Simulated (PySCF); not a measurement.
Cl3Fe, charge -1, multiplicity 5. Atoms are numbered in the order given.

```xyz
4

Fe     0.0000     0.0000     0.0000
Cl     2.2600     0.0000     0.0000
Cl    -1.1300     1.9573     0.0000
Cl    -1.1300    -1.9573     0.0000
```
Charge -1, spin multiplicity 5.

Geometry: PBE0-D3(BJ)/def2-SVPD. The multiplicity is an assumed one; other spin states were not compared.

Calculation: PBE/def2-TZVPD in PySCF.

Mulliken values depend strongly on the basis, most of all with diffuse functions as here. ESP charges are fitted to the potential on shells at 1.4 to 2.0 van der Waals radii. Atomic charges (e):

```tsv
atom	meta-Löwdin	ESP fit	Mulliken	Mulliken spin
Fe1	0.97	0.36	0.29	3.60
Cl2	-0.66	-0.45	-0.43	0.13
Cl3	-0.66	-0.45	-0.43	0.13
Cl4	-0.66	-0.45	-0.43	0.13
```
